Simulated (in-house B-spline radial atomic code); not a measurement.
Orbital energies and mean radii along the 39-electron series, configuration [Kr] 4d3. The effective charge is n√(-2ε), a non-relativistic measure. Computed with a radial B-spline atomic code at the basis-set limit: non-relativistic Hartree-Fock, average of the configuration, point nuclei.

This level leaves out relativity, spin-orbit splitting included, which matters for heavy ions.

```csv
ion,Z,energy of 4s (Eh),mean radius of 4s (bohr),energy of 3s (Eh),mean radius of 3s (bohr),energy of 4p (Eh),mean radius of 4p (bohr),energy of 3p (Eh),mean radius of 3p (bohr),effective charge of 4s
Sm23+,62,-34.074,0.56537,-83.633,0.26744,-31.411,0.57072,-77.581,0.25727,33.021
Eu24+,63,-36.259,0.55194,-88.028,0.26229,-33.516,0.55641,-81.834,0.25212,34.063
Gd25+,64,-38.508,0.53916,-92.535,0.25734,-35.684,0.54283,-86.2,0.24716,35.104
Tb26+,65,-40.82,0.52697,-97.154,0.25256,-37.916,0.52992,-90.679,0.24239,36.142
Dy27+,66,-43.196,0.51534,-101.89,0.24796,-40.211,0.51762,-95.27,0.23781,37.179
Ho28+,67,-45.635,0.50422,-106.73,0.24352,-42.57,0.5059,-99.973,0.23339,38.214
Er29+,68,-48.137,0.49358,-111.69,0.23924,-44.991,0.49471,-104.79,0.22913,39.248
Tm30+,69,-50.702,0.48339,-116.76,0.2351,-47.476,0.48401,-109.71,0.22502,40.28
Yb31+,70,-53.33,0.47362,-121.94,0.2311,-50.024,0.47379,-114.75,0.22106,41.311
Lu32+,71,-56.021,0.46425,-127.23,0.22723,-52.634,0.46399,-119.91,0.21723,42.34
Hf33+,72,?,?,?,?,?,?,?,?,?
Ta34+,73,?,?,?,?,?,?,?,?,?
W35+,74,-64.473,0.43828,-143.78,0.21637,-60.845,0.43694,-136.03,0.20651,45.422
Re36+,75,?,?,?,?,?,?,?,?,?
Os37+,76,-70.422,0.42255,-155.37,0.20968,-66.633,0.42063,-147.34,0.19992,47.471
```

Problem. Fill in the row of Hf33+.

Solution. energy of 4s (Eh): -58.775; mean radius of 4s (bohr): 0.45525; energy of 3s (Eh): -132.63; mean radius of 3s (bohr): 0.22349; energy of 4p (Eh): -55.308; mean radius of 4p (bohr): 0.4546; energy of 3p (Eh): -125.17; mean radius of 3p (bohr): 0.21354; effective charge of 4s: 43.368.

Problem. Fill in the row of Ta34+.

Solution. energy of 4s (Eh): -61.593; mean radius of 4s (bohr): 0.4466; energy of 3s (Eh): -138.15; mean radius of 3s (bohr): 0.21988; energy of 4p (Eh): -58.045; mean radius of 4p (bohr): 0.44559; energy of 3p (Eh): -130.54; mean radius of 3p (bohr): 0.20996; effective charge of 4s: 44.396.

Problem. Fill in the row of Re36+.

Solution. energy of 4s (Eh): -67.416; mean radius of 4s (bohr): 0.43027; energy of 3s (Eh): -149.52; mean radius of 3s (bohr): 0.21297; energy of 4p (Eh): -63.707; mean radius of 4p (bohr): 0.42863; energy of 3p (Eh): -141.63; mean radius of 3p (bohr): 0.20316; effective charge of 4s: 46.447.

Problem. How does the screening of 4s change?

Solution. Z less the effective charge goes from 28.98 at Z = 62 to 28.53 at Z = 76.
